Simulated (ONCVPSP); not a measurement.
**Ranking ONCV potentials for krypton (Kr)**

All share these settings but for the change named:

krypton (Kr), optimised norm-conserving Vanderbilt (ONCV), made with ONCVPSP 4.0.1 (PBE, scalar-relativistic). Core [Ne], reference 3s2 3p6 3d10 4s2 4p6. Waves: 3s+4s: rc 1.00 bohr, ncon 5, nbas 8, qcut 10.9 1/bohr, 2 projectors; 3p+4p: rc 0.90 bohr, ncon 4, nbas 7, qcut 15.7 1/bohr, 2 projectors; 3d: rc 0.80 bohr, ncon 4, nbas 9, qcut 22.8 1/bohr, 3 projectors, debl 1.4 Ha. Local part: polynomial inside 0.50 bohr (lpopt 5, dvloc0 -1 Ha). Core correction: Teter function, fcfact 2.75, rcfact 1.35.

In the d channel the program set the typed energies aside and used -2.991, 0.250, 1.650 Ha.

Test errors are all-electron minus pseudo excitation energies from the reference, over 3s2 3p6 3d10 4s2 4p5; 3s2 3p6 3d10 4s2 4p4; 3s2 3p6 3d10 4s2 4p3; 3s1 3p6 3d10 4s2 4p6. None of these files shows a bound ghost.

The base gives 495.2 meV.

Of 8 variants that were run, those that failed, showed a ghost or another fault, or gave nearly equal values are left out.

A variant can come out equal or close to the base, since the largest error may sit in a test that the change hardly touches while other tests move.

Q: Rank these variants by their largest absolute test error, smallest first.
A. all radii but the core radius scaled by about 1.16 (s 1.16, p 1.04, d 0.92 bohr); local potential polynomial inside 0.58 bohr (lpopt 5, dvloc0 -1 Ha)
B. local potential polynomial inside 0.75 bohr (lpopt 5, dvloc0 4 Ha)
C. d: rc 1.16
D. s: qcut 13.5; p: qcut 19.5; d: qcut 28.3

A: D (364.6 meV), C (413.6 meV), B (500.7 meV), A (753.8 meV).
